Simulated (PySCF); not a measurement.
Choosing a molecule for a target property.

All species are isolated and taken at one optimised geometry (atoms past krypton carry core potentials, spin–orbit coupling is left out). Electronic properties by PySCF.

Dipoles, sizes and rotational constants follow the conformer. The torsions of the flexible species, by atom-mapped SMILES:
- `[CH3:1][O:2][SiH2:3][Br:4]`: C1–O2–Si3–Br4 179°
- `[CH3:1][O:2][CH:3]1[C:4]([CH3:5])=[C:6]1[CH3:7]`: C1–O2–C3–C4 153°

The conformers of `[BH3-][O+]1CCC[C@H]1CC` aren't listed.

Question: Wanted: static isotropic polarisability between 82 au and 90 au (B3LYP/def2-SVPD) and HOMO–LUMO gap below 7.5 eV (B3LYP/def2-SVPD), at PBE0-D3(BJ)/def2-SVP geometries. Which candidate meets both?
A. `CO[SiH2]Br`
B. `[BH3-][O+]1CCC[C@H]1CC`
C. `COC1C(C)=C1C`
D. `C[NH][SnH2][NH]C`
E. `CC#[N+][BH2-]C#CC#N`

Answer: D. Computed values:
```csv
species,static isotropic polarisability,HOMO–LUMO gap
CO[SiH2]Br,65.8 au,7.65 eV
COC1C(C)=C1C,78.8 au,6.99 eV
C[NH][SnH2][NH]C,85.7 au,6.07 eV
[BH3-][O+]1CCC[C@H]1CC,92.6 au,7.37 eV
CC#[N+][BH2-]C#CC#N,95.9 au,5.45 eV
```
